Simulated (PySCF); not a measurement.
Si(Cl)3(SiH3) (Cl3H3Si2), SMILES Cl[Si](Cl)([SiH3])Cl. Atoms are numbered in the order given.

```xyz
8

Si     0.0000     0.0000     2.2806
Si     0.0000     0.0000    -0.0527
Cl    -1.6798    -0.9698    -0.7737
Cl     1.6798    -0.9698    -0.7737
Cl     0.0000     1.9396    -0.7737
H     -1.2221     0.7056     2.7561
H      1.2221     0.7056     2.7561
H      0.0000    -1.4112     2.7561
```
Charge 0, spin multiplicity 1.

Geometry: B3LYP-D3(BJ)/def2-SVP.

Two levels are set side by side: PBE/pcSseg-1 (PySCF) and KT2/pcSseg-1 (PySCF). GIAO shifts against HCl (³⁵Cl), TMS (²⁹Si), TMS (¹H) at the same level; non-relativistic, no solvent, atoms listed together averaged. Without spin–orbit terms, shifts of atoms bonded to Cl or Br come out too high at both levels. Differences are taken from unrounded values.

```
quantity                          KT2    PBE  PBE minus KT2
------------------------------  -----  -----  -------------
δ(²⁹Si) of Si1 (ppm)            -91.3  -94.3           -3.0
δ(²⁹Si) of Si2 (ppm)             49.0   51.6            2.6
δ(³⁵Cl) of Cl3, Cl4, Cl5 (ppm)  212.5  211.7           -0.8
δ(¹H) of H6, H7, H8 (ppm)        4.00   4.03           0.03
```

Rough cost on one machine, each run with all the roots and properties that it gave: KT2 against PBE within a factor of 2.
